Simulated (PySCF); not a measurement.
Input file for PySCF: R-HF/STO-3G on BH3S (SMILES BS), a point of a torsion scan.

```python
from pyscf import gto, scf, dft, mp
from pyscf.data.elements import chemcore

mol = gto.M(
    atom='''
    B    -0.57916649   -0.02093600    0.00486457
    S     1.11637569   -0.53960450    0.46083902
    H    -1.36008427   -0.83826143   -0.28870163
    H    -0.87205258    1.10501587    0.10788372
    H     1.53546323   -0.45986904   -0.79628593
    ''',
    basis='sto-3g',
    charge=0, spin=0, verbose=3, max_memory=1800)
mf = scf.RHF(mol)
mf.conv_tol = 1e-8
mf.max_cycle = 100
mf.kernel()
if not mf.converged:
    mf = mf.newton().run(mf.mo_coeff, mf.mo_occ)
```

Q: What total energy does the run end on?

A: -419.2652 hartree.
